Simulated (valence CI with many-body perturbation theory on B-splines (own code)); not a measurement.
Results of a calculation; reference values are marked as such.
**Pt63+ in three bases**

Method: configuration interaction combined with many-body perturbation theory (CI+MBPT): five valence electrons over a frozen Dirac-Fock core [Ne], radial functions for each j: 9 s, 9 p, 8 d, 6 f, 3 g, 1 h, with the one-electron correlation potential Σ1 (screened to all orders), the two-electron term Σ2, the three-electron term Σ3, Breit, model QED; selected single and double excitations, second order for the rest, scaled by the run's own slope (own B-spline code, finite nucleus).

No measured spectrum was set against this ion. As an estimate, large intervals hold to a few tenths of a per cent, small ones and those within an open d or f shell to about a per cent. Among the levels kept, up to 1200 cm⁻¹ of a level comes from second order outside the variational space, and about a tenth of that is noise between levels of different J, which matters for small intervals.

The reference run has the lowest level (3s^2 3p1/2^2 3p3/2) J=3/2 and an ionisation energy of 6920.25 eV. Its largest variational space holds 20000 state functions.

Levels are named by their leading jj configuration (3d3/2^4 stands for four electrons in 3d with j = 3/2), which in mixed levels can hold well under half, so a name can repeat and another be missing. Letters in brackets count levels of one name in rising energy.

Changed runs:
A. basis 6 s, 6 p, 5 d, 3 f, 1 g
B. basis 5 s, 5 p, 4 d, 2 f

Excitation energies of the reference run in cm⁻¹, and shifts in cm⁻¹:

```
                             Level  Reference       A      B
        (3s^2 3p1/2^2 3d3/2) J=3/2    1982570    +242   +683
        (3s^2 3p1/2^2 3d5/2) J=5/2    2936640    +340   +958
        (3s^2 3p1/2 3p3/2^2) J=3/2    3572780    -143   -453
        (3s^2 3p1/2 3p3/2^2) J=5/2    3673200     +23    +95
        (3s^2 3p1/2 3p3/2^2) J=1/2    3806290     +37   +220
        (3s 3p1/2^2 3p3/2^2) J=5/2    5105070    -166   -458
        (3s 3p1/2^2 3p3/2^2) J=3/2    5355200     -59   -203
        (3s 3p1/2^2 3p3/2^2) J=1/2    5378190     -59    -57
(3s^2 3p1/2 3p3/2 3d3/2) J=5/2 [a]    5531100    +109   +193
(3s^2 3p1/2 3p3/2 3d3/2) J=1/2 [a]    5560800     +14    -43
(3s^2 3p1/2 3p3/2 3d3/2) J=3/2 [a]    5564750     +70   +141
    (3s^2 3p1/2 3p3/2 3d3/2) J=7/2    5636740    +324   +992
            Ionisation energy (eV)    6920.25  -0.041  -0.15
```
